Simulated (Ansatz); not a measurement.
Basis-set extrapolation for CH7AlOSi (PBE0-D4/def2-TZVP geometry, frozen core, Ansatz 0.2.0). Multiplicity 1, RHF reference.

```csv
,def2-TZVPP,def2-QZVPP
HF,-647.694809,-647.716328
MP2 correlation,-0.626491,-0.672307
CCSD(T) correlation,-0.702201,not run
```

Energies in hartree. Use E(X) = E(∞) + A·exp(−7.88·√X) for Hartree–Fock and E(X) = E(∞) + B·X^(−2.97) for correlation, with X = 3 and 4, and add CCSD(T) minus MP2 of the smaller set to the MP2 limit.

Q: What is the CCSD(T) energy at the basis-set limit?

A: HF limit: -647.716328 + (-0.021519) × 0.13774 = -647.71929. MP2 limit: -0.672307 + (-0.045816) × 0.74074 = -0.70624. Higher-order term: -0.702201 − (-0.626491) = -0.07571. Total: -648.50124 hartree, 273.7 kJ/mol below CCSD(T)/def2-TZVPP.
